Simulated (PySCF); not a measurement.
# Ionisation energy of Kr by level of theory

Kr [Kr] (1S) → Kr⁺ [Ar] 3d10 4s2 4p5 (2P), as a difference of total energies. All numbers are calculated (PySCF 2.14, a scalar-relativistic core potential, in aug-cc-pVDZ-PP with ECP10MDF). Correlated levels: valence: 3s2 3p6 3d10 frozen. The calculations carry no spin-orbit coupling.

```
           method  ionisation energy (eV)
              UHF                  13.151
             PBE0                  14.120
            M06-L                  13.891
    MP2 (valence)                  13.958
SCS-MP2 (valence)                  13.877
   CCSD (valence)                  13.851
CCSD(T) (valence)                  13.870
```

Q: How much does correlation contribute at CCSD(T) (valence)?

A: 13.870 − (13.151) = 0.719 eV, measured against UHF.

Errors of the correlated levels include the incompleteness of this basis and the frozen core.

For comparison: 14.222 eV (measured; NIST levels, between the centres of gravity of the two terms).
